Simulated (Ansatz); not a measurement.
Isomers of Te₃Pb₃⁺ (doublet), relaxed with PBE-D4/def2-SVP; total energies from Ansatz at PBE0-D4/def2-TZVP.

```
isomer                                                 description  energy (Eh)
     A                    point group Cs; 8 × Pb–Te 2.93 to 3.13 Å  -1382.82574
     B  point group Cs; 7 × Pb–Te 3.00 to 3.12 Å; 1 × Te–Te 2.79 Å  -1382.82367
```

In the def2 sets Pb, Te take a core potential; there is no spin–orbit coupling.

The isomers come from a short search, and lower ones may exist.

Q: Work out the relative energies (1 Eh = 2625.5 kJ/mol) and the Boltzmann populations at 800 K from electronic energies alone (R = 8.314 J/mol/K).

A: ΔE: A 0.0, B 5.4 kJ/mol. RT = 6.65 kJ/mol. Factors exp(−ΔE/RT): A 1, B 0.444; sum 1.444. Populations: A 69.3 %, B 30.7 %. Zero-point energy, vibrational entropy and symmetry numbers are left out and can shift these; an error of 4 kJ/mol changes a ratio by a factor of 1.8. Over the other density-functional and correlated levels in def2 sets, the gap between A and B ranges from 8 to 8 kJ/mol.
